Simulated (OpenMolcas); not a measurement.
Mo4+.

* Program: OpenMolcas
* Basis: ANO-RCC-VTZP [7s6p4d2f1g]
* Scalar Hamiltonian: DKH2, point nucleus
* Active space: 2 electrons in 10 orbitals (4d 5d)
* State averaging: 2S+1 = 3 even, 10 roots; 2S+1 = 1 even, 15 roots
* Spin-orbit coupling: RASSI with atomic mean-field integrals over the reference wave functions, term energies averaged over their components

Two sets of levels on these reference wave functions, in cm-1 above 4d2 3F2: one from CASSCF and one from SS-CASPT2, IPEA 0.25 Eh, imaginary shift 0.1 Eh (closed shells correlated: 4s 4p).

```csv
Level,Set 1,Set 2
4d2 3F2,0.0,0.0
4d2 3F3,1531,1495
4d2 3F4,3270,3240
4d2 1D2,10170,12600
4d2 3P0,11820,13690
4d2 3P1,12430,14290
4d2 3P2,13840,15810
4d2 1G4,17090,19050
4d2 1S0,38420,44280
```

Problem. Which set is which?

Solution. Set 1 is SS-CASPT2. Its levels of the other terms of 4d2 lie at 0.81 to 0.90 of the other set's values, as expected, since terms of lower spin or lower L gain more correlation energy than the Hund ground term. Against 8 measured levels (Sugar and Musgrove, J. Phys. Chem. Ref. Data 17, 155 (1988)) the mean absolute deviation is 410 cm-1 with it and 2400 cm-1 without; single levels miss by up to 740 cm-1 with it.

CASPT2 breaks the degeneracy within a term, and the mean is taken; among the terms shown or strongly mixed into the levels shown the widest spread is 810 cm-1 (4d2 1G, SS-CASPT2). Active for correlation alone: 5d; no level in the range computed is led by a configuration that fills it, so any true level of that kind is missing. Without dynamic correlation excited terms often stand tens of per cent too high (terms of higher spin than the ground term too low), and those without a measured partner can miss by more than the paired ones (holds for CASSCF). Measured partners are found by configuration, term and J. A level has none where our copy of the source lacks it or the pairing is in doubt (some pairs that miss far off the trend of their configuration count as doubtful), and it then counts in no deviation. Only configurations of the active space appear.
